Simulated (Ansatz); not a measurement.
BOCl, SMILES O=BCl.

Coordinates come from a r2SCAN-D4/def2-TZVP optimisation.

Two levels are set side by side: PBE/def2-TZVPD (Ansatz, a quantum-chemistry and plane-wave program) and CAM-B3LYP/def2-TZVPD (Ansatz). Energy differences of separate SCF runs at the same geometry; the states with an electron removed or added have multiplicity 2 and 2. Differences are taken from unrounded values.

```
quantity                           CAM-B3LYP    PBE  PBE minus CAM-B3LYP
---------------------------------  ---------  -----  -------------------
vertical ionisation energy (eV)        12.69  12.35                -0.34
vertical singlet–triplet gap (eV)       7.26   7.03                -0.23
```
